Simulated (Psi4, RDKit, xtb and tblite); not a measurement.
Conformational energy of SMILES OC(=O)[SiH2][SiH2]O. Scanned: dihedral Si4–C2–O3–H7 and dihedral O1–C2–Si4–Si5; all other coordinates were relaxed at GFN2-xTB. Points at φ and −φ are mirror images. Heavy atoms are numbered in the order of the SMILES O=C(O)[SiH2][SiH2]O, hydrogens after them in the order of the atoms that carry them; the mirror image has the same energies with the sign of each dihedral reversed.

Methods: GFN2-xTB (xtb and tblite); MMFF94 // GFN2-xTB (RDKit); PBE/def2-SVP // GFN2-xTB (Psi4); PBE-D3(BJ)/def2-SVP // GFN2-xTB (Psi4); UFF // GFN2-xTB (RDKit).

Energies in kcal/mol at chosen points (x: dihedral Si4–C2–O3–H7 (°); y: dihedral O1–C2–Si4–Si5 (°)), relative to x = 0, y = -90:

```tsv
method	(90, 150)	(30, 60)	(-120, 150)	(90, 150)	(120, 60)	(180, 0)	(180, -60)
GFN2-xTB	6.9	0.9	1.8	6.9	0.3	-8.5	-7.6
MMFF94	12.5	1.0	6.9	12.5	4.3	-7.7	-7.4
PBE/def2-SVP	6.1	-1.1	2.0	6.1	2.6	-8.3	-6.5
PBE-D3(BJ)/def2-SVP	5.9	-1.4	1.8	5.9	2.2	-8.5	-6.6
UFF	14.4	6.0	12.7	14.4	14.4	15.3	4.4
```

MMFF94 has few fitted parameters for silicon.
